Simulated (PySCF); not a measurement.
4-fluoro-2,3-dihydrofuran (C₄H₅FO), SMILES FC1=COCC1.

Coordinates come from a r2SCAN-D4/def2-SVP optimisation. A frequency run showed that this geometry is not a minimum. Other conformers were not sampled.

Two levels are set side by side: TDDFT-PBE/def2-SVPD (PySCF) and TDDFT-LC-ωPBE/def2-SVPD (PySCF). Vertical, same geometry. The lowest singlet is HOMO→LUMO+1 100 % with PBE and HOMO→LUMO+1 93 % with the other functional; states are paired by order. Differences are taken from unrounded values.

| quantity | TDDFT-PBE |
|---|---|
| lowest singlet excitation (eV) | 4.87 |
| lowest triplet excitation (TDA) (eV) | 3.81 |
| first bright state (f over 0.05) (eV) | 5.44 |
| its oscillator strength | 0.09 |

### Question
These are the TDDFT-PBE values. What does TDDFT-LC-ωPBE give? (An estimate is asked for; the answer gives what the named calculation found.)

### Answer

```csv
quantity,TDDFT-LC-ωPBE,TDDFT-PBE minus TDDFT-LC-ωPBE
lowest singlet excitation (eV),6.36,-1.49
lowest triplet excitation (TDA) (eV),3.76,0.05
first bright state (f over 0.05) (eV),6.36,-0.91
its oscillator strength,0.18,-0.09
```

Functionals without exact exchange tend to place singlet excitations lower, as here. Differences between two approximate levels are no errors against the true value.

Rough cost on one machine, each run with all the roots and properties that it gave: TDDFT-LC-ωPBE against TDDFT-PBE about 9 times.
